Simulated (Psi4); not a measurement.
The Psi4 input:
```
memory 2 GB

molecule mol {
1 2
  Si    0.018948   -0.007538    1.342618
  Si   -0.018948    0.007538   -1.342618
  H     0.042382    1.423416    1.613667
  H    -1.227613   -0.708252    1.619622
  H     1.253222   -0.742212    1.584420
  H    -0.011323   -1.423504   -1.614106
  H    -1.268830    0.715356   -1.584350
  H     1.212161    0.735197   -1.619253
}

set basis 6-31g
set reference uks

energy('pbe0')
print_variables()
```

Task: Estimate the <S^2> that PBE0/6-31G (Psi4) returns for this input.

Result: 0.751

Task: Give the total energy at the level PBE0/6-31G.

Result: -581.8652 Eh

Task: Predict the nuclear repulsion energy from PBE0/6-31G.

Result: 85.2480 Eh

These values belong to the state on which the SCF converged, which isn't shown to be the lowest.
